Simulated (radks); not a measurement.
Initial-state core-level shifts of the nickel ion Ni+ when its valence configuration changes from [Ar] 3d9. All-electron calculation, non-relativistic Kohn-Sham, PBE, spin-polarised, spherical densities, point nucleus; open shells are filled with parallel spins first. Program: a radial shooting solver on a logarithmic mesh with Libxc functionals. Shifts are changes of the shell-averaged eigenvalues in eV (positive: less bound); the change of the density at the nucleus, which sets a Mossbauer isomer shift, is in e/bohr^3, on a base of 1.494e+04.

valence           1s       2s       3s       3p  density at nucleus
3d8 4p1       -7.384   -7.941   -7.399   -7.262              +1.124
3d8 4s1       -5.808   -6.457   -5.816   -5.679              +8.123
3d7 4s1 4p1  -14.443  -15.890  -14.143  -13.829             +11.350
3d8.5 4p0.5   -3.537   -3.781   -3.577   -3.515              +0.470
3d7 4s2      -13.168  -14.636  -12.877  -12.573             +18.552
3d6 4s2 4p1  -23.070  -25.542  -22.032  -21.528             +23.982
3d7 4p2      -15.901  -17.282  -15.601  -15.283              +2.994
3d8.5 4s0.5   -2.731   -3.029   -2.766   -2.703              +3.707
3d5 4s1 4p3  -34.524  -38.261  -32.204  -31.477             +20.197
